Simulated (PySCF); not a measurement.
How methods differ on the interval between two levels of Ba⁺

Ba⁺ [Xe] 6s1 [2S1/2, M_J = 1/2] → Ba⁺ [Xe] 5d1 [2D5/2, M_J = 5/2], as a difference of total energies. Computed with PySCF 2.14 in x2c-TZVPall-2c (11s11p9d1f, 96 functions), with the two-component X2C-1e Hamiltonian. Correlated levels: [Kr] 4d10 frozen; the 24 highest virtual spinors dropped. "Screened" scales the spin-orbit matrix elements by Boettger's factors to mimic the two-electron term; Breit and QED terms are absent.

```
                    method  interval between two levels (cm⁻¹)  error (cm⁻¹)
           GHF (spin-free)                              6371.9          +697
          GMP2 (spin-free)                              8386.5         +2712
 GHF (screened spin-orbit)                              6636.0          +961
GMP2 (screened spin-orbit)                              8746.9         +3072
```

Reference: 5674.8 cm⁻¹ (measured; NIST Handbook of Basic Atomic Spectroscopic Data (Sansonetti and Martin, J. Phys. Chem. Ref. Data 34, 1559 (2005))).

The spin-free rows lack the spin-orbit shift.

Errors of the correlated levels include the incompleteness of this basis and the frozen core.
